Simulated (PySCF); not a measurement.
## Working out the ionisation energy of Rh⁺

Rh⁺ [Kr] 4d8 (3F) → Rh²⁺ [Kr] 4d7 (4F). Calculation: PySCF 2.14, in x2c-SVPall (6s5p5d1f, 53 functions); the spin-free X2C one-electron Hamiltonian (Gaussian nucleus). Frozen: [Kr]. Energies in hartree (1 hartree = 27.21139 eV):

```json
{"part": "UHF", "Rh⁺ (lower)": "-4780.511109", "Rh²⁺ (upper)": "-4779.916263"}
{"part": "MP2 opposite-spin", "Rh⁺ (lower)": "-0.100331", "Rh²⁺ (upper)": "-0.064470"}
{"part": "MP2 same-spin", "Rh⁺ (lower)": "-0.061669", "Rh²⁺ (upper)": "-0.051297"}
```

Problem. What does Hartree-Fock give?

Solution. (-4779.916263) − (-4780.511109) = 0.594846 hartree = 16.187 eV.

Problem. What do MP2 and SCS-MP2 (6/5 opposite-spin, 1/3 same-spin) give?

Solution. The opposite-spin parts differ by 0.976 eV and the same-spin parts by 0.282 eV. MP2: 16.187 + (0.976) + (0.282) = 17.445 eV. SCS-MP2: 16.187 + 1.2 × (0.976) + (0.282)/3 = 17.452 eV.

Reference: 18.08 eV (semi-empirical (NIST evaluation); NIST Atomic Spectra Database, ionization energies), between the lowest levels; spin-orbit coupling is absent from the calculation.

A double-zeta basis recovers only part of the correlation energy.

What remains against the reference includes basis incompleteness, the frozen core and correlation beyond second order.
